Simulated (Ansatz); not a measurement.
```csv
atom,x (Å),y (Å),z (Å)
H,1.8430,0.0000,0.3589
H,0.9215,1.5961,0.3589
H,-0.9215,1.5961,0.3589
H,-1.8430,0.0000,0.3589
H,-0.9215,-1.5961,0.3589
H,0.9215,-1.5961,0.3589
H,1.8430,0.0000,-0.3589
H,0.9215,1.5961,-0.3589
H,-0.9215,1.5961,-0.3589
H,-1.8430,0.0000,-0.3589
H,-0.9215,-1.5961,-0.3589
H,0.9215,-1.5961,-0.3589
```

Basis set: def2-SVP (spherical functions). All electrons are correlated. Charge 0, multiplicity 1.

Computed with Ansatz (development build ahead of 0.2.0); each method stands on the lowest determinant of its kind that the runs found. Restricted open shells among the atoms or ions are ROHF, correlated in semicanonical orbitals with singles.

Give the atomization energy at this shape (free ground-state atoms in the same class of orbitals less the molecule, no zero-point energy) of singlet H12 by RHF-MP2, RHF.

```csv
method,atomization energy
RHF-MP2,517.71 kcal/mol
RHF,410.35 kcal/mol
```

Caution: no unrestricted run beside it, a lower state can exist; the shape is not the minimum.
